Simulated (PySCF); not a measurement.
[Ta(Cl)5], neutral singlet in the gas phase. 

Cartesian coordinates (Å):
```xyz
6

Ta     0.0000     0.0001     0.0000
Cl    -0.8918     1.7368    -1.2151
Cl     1.5782    -1.3761    -0.9501
Cl     1.7005     1.4156     0.7750
Cl    -0.6858    -0.3611     2.1650
Cl    -1.7012    -1.4153    -0.7748
```
Charge 0, multiplicity 1.

All levels are single points at this geometry (PBE-D3(BJ)/def2-SVP); Pople sets use spherical d functions. Orbital energies aren't observables, and empty levels follow the basis.

PBE-D3(BJ)/def2-TZVP in PySCF gives HOMO (eV) = -7.84.

### Question
Estimate the HOMO (eV) from each of these levels: TPSSh-D3(BJ)/def2-TZVP in PySCF; B3LYP/LANL2DZ in PySCF; M06-2X/6-31G* (LANL2DZ on Ta) in PySCF; PBE/6-31G* (LANL2DZ on Ta) in PySCF; HF/6-31G* (LANL2DZ on Ta) in PySCF.

### Answer

```json
[
 {"level": "TPSSh-D3(BJ)/def2-TZVP in PySCF", "HOMO (eV)": "-8.51"},
 {"level": "B3LYP/LANL2DZ in PySCF", "HOMO (eV)": "-9.45"},
 {"level": "M06-2X/6-31G* (LANL2DZ on Ta) in PySCF", "HOMO (eV)": "-10.75"},
 {"level": "PBE/6-31G* (LANL2DZ on Ta) in PySCF", "HOMO (eV)": "-8.03"},
 {"level": "HF/6-31G* (LANL2DZ on Ta) in PySCF", "HOMO (eV)": "-12.74"}
]
```
